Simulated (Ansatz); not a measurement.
The first iterations of a band of C4H8Si (13 atoms, charge 0, multiplicity 1).

Computed with RKS B3LYP-D4/def2-SVP in Ansatz.

| Quantity | Value |
| --- | --- |
| movable images | 1 |
| climbing image | no |
| spring | 5.0 eV/Å² |
| optimiser | quadratic models (default) |
| start path | through a guess of the saddle point |
| force threshold | 0.05 eV/Å |
| iteration limit | 60 |
| end points | relaxed |

Initial state:

```xyz
13
Properties=species:S:1:pos:R:3
C -1.441 1.291 -0.218
C -0.108 0.985 0.467
C 0.465 -0.346 0.112
C 0.135 -1.395 -0.653
Si 1.728 -1.672 0.187
H -1.823 2.281 0.077
H -1.334 1.282 -1.315
H -2.204 0.541 0.048
H -0.215 1.034 1.566
H 0.641 1.761 0.224
H -0.698 -1.658 -1.311
H 1.849 -2.577 1.364
H 3.026 -1.563 -0.534
```

Final state:

```xyz
13
Properties=species:S:1:pos:R:3
C -1.465 1.268 -0.184
C -0.179 0.921 0.567
C 0.467 -0.343 0.110
C 0.237 -1.301 -0.799
Si 1.764 -1.638 0.136
H -1.272 1.392 -1.262
H -2.217 0.472 -0.070
H -1.905 2.206 0.190
H -0.372 0.838 1.653
H 0.559 1.739 0.475
H -0.529 -1.503 -1.553
H 1.819 -2.674 1.205
H 3.112 -1.412 -0.453
```

| iteration | highest image above the first end (eV) | largest band force component (eV/Å) |
| --- | --- | --- |
| 1 | 1.100 | 3.967 |
| 2 | 0.300 | 1.809 |

Problem. Does the band converge within its limit, and where does its top end?

Solution. It converged. It ended after 6 iterations with the highest image 0.133 eV above the first end. No image climbed, so the highest image needn't sit at the top of the path. So few images can step over the top or miss a turn of the path.

The run took 10 s on 2 threads of AMD EPYC 9R45 96-Core Processor (Zen 5), with other jobs on the host, peak memory 0.28 GiB.
